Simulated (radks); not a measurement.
The numbers below are computed, except where a source is named.
Ionisation of Tl+, [Hg], to Tl2+, [Xe] 4f14 5d10 6s1, under several functionals. Dirac Kohn-Sham, spin-unpolarised, spherical densities, finite nucleus; a radial shooting solver on a logarithmic mesh with Libxc functionals.

PBE: E(Tl+) (hartree) -20283.3473; Exc (hartree) -381.6796; IE (eV) 20.775; -e(HOMO) (eV) 16.302; <r> HOMO (bohr) 2.390; IE error (eV) +0.347
BLYP: E(Tl+) (hartree) -20284.4111; Exc (hartree) -382.7381; IE (eV) 20.806; -e(HOMO) (eV) 16.293; <r> HOMO (bohr) 2.400; IE error (eV) +0.378
revPBE: E(Tl+) (hartree) -20283.7524; Exc (hartree) -382.0913; IE (eV) 20.647; -e(HOMO) (eV) 16.192; <r> HOMO (bohr) 2.389; IE error (eV) +0.218
BP86: E(Tl+) (hartree) -20285.6435; Exc (hartree) -383.9950; IE (eV) 20.961; -e(HOMO) (eV) 16.490; <r> HOMO (bohr) 2.380; IE error (eV) +0.532
OLYP: E(Tl+) (hartree) -20290.3968; Exc (hartree) -388.9709; IE (eV) 20.479; -e(HOMO) (eV) 16.020; <r> HOMO (bohr) 2.394; IE error (eV) +0.051

NIST Atomic Spectra Database: 20.428 eV (measured). Closest: OLYP. The Delta-SCF values span 0.48 eV, the total energies 7.05 hartree. The highest occupied level is 6s1/2. Spin polarisation and multiplet splitting are left out, so open shells lie too high by an amount that depends on their filling.

Beside tabulated values, note that spin-unpolarised runs miss the spin-polarisation part of the exchange energy of open shells.
